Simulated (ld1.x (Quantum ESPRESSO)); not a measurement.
**B (Z = 5): excitation energies, all-electron against ultrasoft**

ld1.x (Quantum ESPRESSO) 7.5 input, shortened:

```
&input
   title='B', zed=5., rel=1, dft='WC', iswitch=3,
   config='[He] 2s1 2p0'
 /
 &inputp
   pseudotype=3, tm=.true., lloc=-1, rcloc=2.50,
   nlcc=.false.,
   which_augfun='PSQ', rmatch_augfun=0.75
 /
4
2S  1  0   1.00   0.00  0.85  1.15  0.0
2S  1  0   0.00  -1.70  0.85  1.15  0.0
2P  2  1   0.00   0.00  2.45  2.70  0.0
2P  2  1   0.00   2.40  2.45  2.70  0.0
 &test
   configts(1)='2s1 2p0'
 /
```

Energies are relative to the spin-unpolarised reference configuration 2s1 2p0; without spin polarisation the order of configurations can differ from experiment.

Question: Give the all-electron excitation energy and the error of the potential for: 2s2 2p1; 2s2 2p0; 2s2 2p0.5; 2s1 2p2; 2s1 2p1; 2s2 2p1.3; 2s0 2p3.

Answer:

| valence configuration | charge | ΔE all-electron (eV) | error AE − PS (meV) |
| --- | --- | --- | --- |
| 2s2 2p1 | 0 | -33.452 | +15 |
| 2s2 2p0 | +1 | -25.305 | +20 |
| 2s2 2p0.5 | +0.5 | -30.595 | +20 |
| 2s1 2p2 | 0 | -27.614 | +72 |
| 2s1 2p1 | +1 | -19.159 | +37 |
| 2s2 2p1.3 | -0.3 | -34.174 | +11 |
| 2s0 2p3 | 0 | -21.763 | +280 |

Levels in the configuration 2s2 2p1:

```tsv
level	all-electron (eV)	pseudo (eV)
2s	-9.378	-9.369
2p	-3.551	-3.540
```
